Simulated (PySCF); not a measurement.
Precursor series Cd F-OH. All species are isolated molecules in the gas phase. One relaxed conformer stands for each flexible species; it need not be the lowest.

The HOMO from two functionals at the same geometries (r2SCAN-D4/def2-SVP), both in PySCF: PBE-D3(BJ)/def2-TZVP and TPSSh-D3(BJ)/def2-TZVP. 

| species | PBE-D3(BJ)/def2-TZVP (eV) | TPSSh-D3(BJ)/def2-TZVP (eV) |
|---|---|---|
| 0 of 2 F replaced by OH ([Cd(F)2]) | -8.16 | -8.99 |
| 1 of 2 F replaced by OH ([Cd(F)(OH)]) | -6.84 | -7.54 |
| 2 of 2 F replaced by OH | -6.43 | -7.13 |

Over these rows, drawn at random from the members with no instability flagged (it was tested for open shells, ions and some series alone), PBE minus TPSSh-D3(BJ): mean +0.75 eV, from +0.70 eV to +0.83 eV.
